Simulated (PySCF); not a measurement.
Species: `[SiH2](OCS(=O)(C)=O)C`. The columns A, B, C and D hold Mulliken, IAO, Hirshfeld and ESP-fitted charges (e) of one PBE0/pcSseg-1 density (PySCF), in a shuffled order. Coordinates in Å (GFN2-xTB); the density's dipole moment is (-0.23, -1.58, 2.84) D.

```
atom       x       y       z       A       B       C       D
  C1  -2.864  -0.875   0.360  -0.847  -0.740  -0.630  -0.228
 Si2  -1.275  -0.243  -0.460  +0.814  +0.989  +0.815  +0.370
  O3  -0.617   0.499   0.859  -0.288  -0.618  -0.623  -0.208
  C4   0.416   1.378   0.870  -0.388  -0.237  +0.019  +0.003
  S5   1.688   0.798  -0.302  +1.093  +1.962  +0.845  +0.519
  C6   2.308  -0.747   0.415  -0.538  -0.634  -0.373  -0.117
  O7   1.005   0.499  -1.534  -0.536  -0.875  -0.539  -0.271
  O8   2.767   1.746  -0.359  -0.552  -0.891  -0.526  -0.326
  H9  -3.498  -0.065   0.702  +0.196  +0.154  +0.133  +0.038
 H10  -3.431  -1.455  -0.358  +0.196  +0.151  +0.127  +0.037
 H11  -2.663  -1.514   1.213  +0.189  +0.154  +0.132  +0.038
 H12  -0.513  -1.421  -0.878  -0.165  -0.156  -0.112  -0.092
 H13  -1.605   0.683  -1.534  -0.132  -0.140  -0.092  -0.082
 H14   0.132   2.376   0.522  +0.207  +0.163  +0.162  +0.062
 H15   0.875   1.437   1.859  +0.197  +0.169  +0.151  +0.060
 H16   2.813  -1.298  -0.368  +0.210  +0.192  +0.179  +0.073
 H17   2.996  -0.488   1.209  +0.178  +0.181  +0.164  +0.064
 H18   1.458  -1.304   0.786  +0.167  +0.177  +0.166  +0.058
```

Task: Which column most likely holds the ESP-fitted charges?

Result: A. Σ q r misses the density's dipole by 0.04 D (A), 0.64 D (C), 0.66 D (B), 1.31 D (D). Charges fitted to the outside potential are the only set here that is tied to the molecule's multipoles.

Task: And the Hirshfeld charges?

Result: D. The mean sizes are 0.147 e (D), 0.322 e (C), 0.383 e (A), 0.477 e (B), and Hirshfeld charges are commonly the smallest of these schemes.

As computed, A = ESP-fitted, B = IAO, C = Mulliken, D = Hirshfeld. Hydrogens on carbon: ESP-fitted +0.17 to +0.21, IAO +0.15 to +0.19, Mulliken +0.13 to +0.18, Hirshfeld +0.04 to +0.07 e.

The IAO scheme counts the electrons in orthogonalised intrinsic atomic orbitals, a minimal basis polarised so that it spans the occupied orbitals exactly. The Hirshfeld scheme divides the density at each point in proportion to the densities of the neutral, spherically averaged free atoms.

Isolated species at its GFN2-xTB geometry (one conformer only).

The values belong to the conformer `[CH3:1][SiH2:2][O:3][CH2:4][S:5]([CH3:6])(=[O:7])=[O:8]`: C1–Si2–O3–C4 -166°, Si2–O3–C4–S5 -41°, O3–C4–S5–C6 -66°.
